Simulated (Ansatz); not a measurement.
Program: Ansatz. Geometries: PBE0-D4/def2-TZVP. ΔE: electronic, gas phase. CCSD(T)/CBS adds triple-zeta CCSD(T) − MP2 to the extrapolated MP2 energy (def2 sets, frozen cores). This one scheme is used for every species. DFT in def2-TZVPP. Open shells (•) are unrestricted, without spin–orbit coupling. For Ga outer-core shells are correlated without core-valence functions, which leaves a few kJ/mol of doubt a bond. Scalar relativity is left out up to krypton. One conformer a species, not always the lowest.

Consider the hydrogen abstraction from a Ga–H bond: `[SH][GaH][SH]` + `[SiH3]`• → `[SH][Ga][SH]`• + SiH₄.

`[SH][GaH][SH]`:

```xyz
6

S     1.747    0.349   -0.715
Ga   -0.058   -0.828   -0.281
S    -1.719    0.059    0.853
H     1.321    1.461   -0.094
H    -0.160   -2.296   -0.778
H    -1.132    1.255    1.015
```

`[SiH3]`•:

Cartesian coordinates in Å:
```
Si -0.115 -0.183 0.259
H -0.644 -0.789 -0.990
H 1.369 -0.236 0.297
H -0.609 1.208 0.434
```

`[SH][Ga][SH]`•:

```xyz
5

S     0.402    0.827    1.347
Ga    0.511    0.264   -0.812
S    -0.865   -1.352   -1.503
H     1.353    1.769    1.247
H    -1.402   -1.508   -0.279
```

SiH₄:

```xyz
5

Si    0.000    0.000    0.000
H     0.228    1.266    0.741
H    -1.316    0.058   -0.685
H     0.012   -1.140    0.951
H     1.075   -0.184   -1.007
```

Is it downhill or uphill in electronic energy at CCSD(T)/CBS, and by how much? (Best estimate.)

Computed: Downhill: ΔE = -11.8 kcal/mol.

What do these levels give: r2SCAN-D4, PBE0-D4, CCSD/def2-TZVPP, HF/def2-QZVPP, CCSD(T)/def2-QZVPP, CCSD/CBS(def2)? (An estimate is asked.)

Ansatz gave: r2SCAN-D4 -12.3, PBE0-D4 -12.7, CCSD/def2-TZVPP -12.1, HF/def2-QZVPP -12.9, CCSD(T)/def2-QZVPP -12.2, CCSD/CBS(def2) -11.6 kcal/mol.

Largest T1 diagnostic among the species: 0.015.

From PBE to PBE0 (25 % exact exchange), in def2-TZVPP and without D4, ΔE moves by +0.9 kcal/mol.
